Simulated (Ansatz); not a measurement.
ZrH4. Charge 0, multiplicity 1. Geometry PBE-D4/def2-TZVP, basis def2-TZVP, Ansatz.

| run | HOMO (eV) | LUMO (eV) |
| --- | --- | --- |
| A | -7.21 | -3.51 |
| B | -8.34 | -2.75 |
| C | -9.99 | -1.34 |
| D | -8.02 | -2.88 |
| E | -10.86 | -0.32 |
| F | -11.42 | -0.03 |

In the def2 sets Zr takes a core potential; there is no spin–orbit coupling. LC-ωPBE has ω = 0.4 bohr⁻¹. B3LYP takes the VWN-RPA correlation.

**Question.** The runs used B3LYP, CAM-B3LYP, LC-ωPBE, PBE, r2SCANh, ωB97M-V. Estimate which is which.

**Answer.** A PBE (0 % exact exchange); B B3LYP (20 % exact exchange); C CAM-B3LYP (range-separated); D r2SCANh (10 % exact exchange); E ωB97M-V (range-separated); F LC-ωPBE (range-separated). Exact exchange lowers occupied and raises empty levels; among semilocal functionals meta-GGAs tend to open the gap a little, and such runs are hard to tell apart. The gap grows from 3.70 eV (PBE) to 11.40 eV (LC-ωPBE).
